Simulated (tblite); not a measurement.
C2H5O, doublet, at a GFN2-xTB geometry; IPEA1-xTB (tblite).

Here is a job for tblite.
```
$ tblite run mol.xyz --method ipea1 --charge 0 --spin 1 --json tblite.json --no-restart

# file mol.xyz
8

C      0.03125258     1.18191608    -0.33854728
O      0.24457802     0.10933479     0.47247031
C     -0.15594763    -1.13288175    -0.04057529
H      0.25141382     2.12178844     0.12572380
H     -0.68830879     1.10700708    -1.13482660
H      0.02617298    -1.87049463     0.73935228
H     -1.22049242    -1.13034851    -0.30195112
H      0.42276052    -1.39683663    -0.93332548
```

Write the output that tblite gives for this input, abridged.


```
xTB calculator
 | screened Coulomb repulsion
 | Coulomb electrostatics
 |  * isotropic Klopman-Ohno-Mataga-Nishimoto electrostatics
 |  * onsite third-order electrostatics
 | DFT-D3(BJ) dispersion correction

halogen bonding energy    0.0000000000000E+00 Eh
repulsion energy          1.5057222789220E-01 Eh
dispersion energy        -1.4876447853377E-03 Eh
number of electrons       1.9000000000000E+01 e
integral cutoff           4.0000000000000E+01 bohr

------------------------------------------------------------
  cycle        total energy    energy error   density error
------------------------------------------------------------
      1     -12.24824817707  -1.2397333E+01   4.3503564E-01
      2     -12.27552255883  -2.7274382E-02   2.7662816E-01
      3     -12.22946775161   4.6054807E-02   1.0499764E-01
      4     -12.28360205688  -5.4134305E-02   1.5910452E-02
      5     -12.28427587156  -6.7381467E-04   3.1786292E-03
      6     -12.28430676259  -3.0891029E-05   7.7747225E-04
      7     -12.28430689158  -1.2899958E-07   1.4545401E-04
      8     -12.28430694648  -5.4892704E-08   1.8840886E-05
------------------------------------------------------------

electronic energy        -1.2433391529584E+01 Eh
total energy             -1.2284306946478E+01 Eh

Post processing:
 | Mayer-Wiberg bond orders

[Info] JSON dump of results written to 'tblite.json'
```
